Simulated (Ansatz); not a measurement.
C₂H₄SSi (`[SiH3]C1=CS1`) at its PBE0-D4/def2-TZVP geometry, where that method's forces vanish. Total charge 0; spin multiplicity 1.

| atom | x (Å) | y (Å) | z (Å) |
| --- | --- | --- | --- |
| Si1 | 0.348 | -0.981 | -0.764 |
| C2 | -0.199 | 0.426 | 0.275 |
| C3 | -0.227 | 1.261 | 1.247 |
| S4 | -1.583 | 1.726 | 0.180 |
| H5 | 1.524 | -1.619 | -0.122 |
| H6 | -0.773 | -1.946 | -0.879 |
| H7 | 0.703 | -0.465 | -2.108 |
| H8 | 0.207 | 1.597 | 2.173 |

Problem. For each bond, give half the difference of the two atoms' forces along it (eV/Å; positive pushes the atoms apart) under PBE-D4, r2SCAN-D4, B3LYP-D4, ωB97M-V in def2-TZVPP. (An estimate is asked.)

Solution. Ansatz gave: 
```
  bond  length (Å)  PBE-D4  r2SCAN-D4  B3LYP-D4  ωB97M-V
Si1–C2       1.833   -0.54      -0.29      0.00     0.32
Si1–H5       1.484    0.08       0.00     -0.07    -0.13
Si1–H6       1.483    0.11       0.00     -0.06    -0.14
Si1–H7       1.483    0.11       0.00     -0.06    -0.14
 C2–C3       1.281    0.80       0.33      0.01    -0.23
 C2–S4       1.900    0.62       0.42      0.41     0.00
 C3–S4       1.787    0.35       0.18      0.39     0.26
 C3–H8       1.077   -0.18      -0.12     -0.12    -0.09
```

B3LYP here is the variant with VWN-RPA as its local correlation; programs differ in this.
